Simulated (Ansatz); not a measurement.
Geometry optimisation, Ansatz, RKS PBE-D4/def2-SVP.

Input file:

```yaml
crystal:
  periodic: [false, false, false]
  atoms:
    - { symbol: B, position_ang: [0.018337, 0.102021, 0.263819] }
    - { symbol: "N", position_ang: [-0.00945, 0.357323, 1.718451] }
    - { symbol: H, position_ang: [-0.88099, 0.340604, 2.247234] }
    - { symbol: H, position_ang: [0.809246, 0.694858, 2.22849] }
    - { symbol: Cl, position_ang: [1.525007, 0.382905, -0.612988] }
    - { symbol: H, position_ang: [-0.994562, -0.214309, -0.317739] }
    - { symbol: Br, position_ang: [0.515901, -3.080107, 0.693222] }
    - { symbol: H, position_ang: [0.342111, -1.862395, 1.560911] }
basis:
  gaussian: { orbitals: def2-SVP }
hamiltonian:
  xc: pbe
  dispersion: d4
relax:
  f_tol: 0.03
  max_steps: 50
```

Launched with:

```bash
$ ansatz run input.yaml --threads 2 --pin off --max-ram 3072MiB --backend cpu --events-out ev --progress --plain --runs-dir out
```

**Question.** Where does it end, and by what steps?

**Answer.** The run converged. After 10 steps the energy has fallen by 0.217 eV; Br7 moved furthest, 0.78 Å.

| step | energy less start (eV) | largest force component (eV/Å) | accepted |
| --- | --- | --- | --- |
| 0 | 0.0000 | 2.173 | yes |
| 1 | -0.0702 | 1.658 | yes |
| 2 | -0.1186 | 1.663 | yes |
| 3 | -0.1453 | 1.392 | yes |
| 4 | -0.1842 | 0.636 | yes |
| 5 | -0.2032 | 0.348 | yes |
| 6 | -0.2059 | 0.167 | yes |
| 7 | -0.2151 | 0.121 | yes |
| 8 | -0.2165 | 0.079 | yes |
| 9 | -0.2167 | 0.077 | yes |
| 10 | -0.2172 | 0.020 | yes |

```xyz
8
Properties=species:S:1:pos:R:3
B -0.015 0.363 0.179
N 0.027 0.155 1.571
H -0.825 0.022 2.119
H 0.862 0.342 2.133
Cl 1.468 0.786 -0.687
H -1.052 0.233 -0.431
Br 0.529 -3.312 1.441
H 0.331 -1.869 1.455
```

Whether the end is a true minimum wasn't checked by a vibrational analysis.

The run took 21 s on 2 threads of Arm Neoverse V2, with other jobs on the host, peak memory 0.15 GiB.
